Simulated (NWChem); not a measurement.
# C2H4AlFO; SMILES [OH][Al]([F])[CH]=C

```xyz
9

Al    -0.0329    -0.4724     0.0000
F     -0.9723    -1.8482     0.0000
C     -0.8053     1.2903     0.0000
C     -0.0217     2.3802     0.0000
H     -1.8918     1.4501     0.0000
H     -0.4307     3.3990     0.0000
H      1.0727     2.3086     0.0000
O      1.6542    -0.6212     0.0000
H      2.1571    -1.4362     0.0000
```
Atoms are numbered in this order, from 1.

Results from NWChem. Pople sets run with spherical d functions. Coordinates come from a PBE0/def2-SVP optimisation.

### Question
Order these by “dipole (D)”, lowest first: PBE0/3-21G; PBE0/STO-3G; PBE0/6-311++G**.

### Answer
PBE0/3-21G (0.94), PBE0/STO-3G (1.03), PBE0/6-311++G** (1.08)
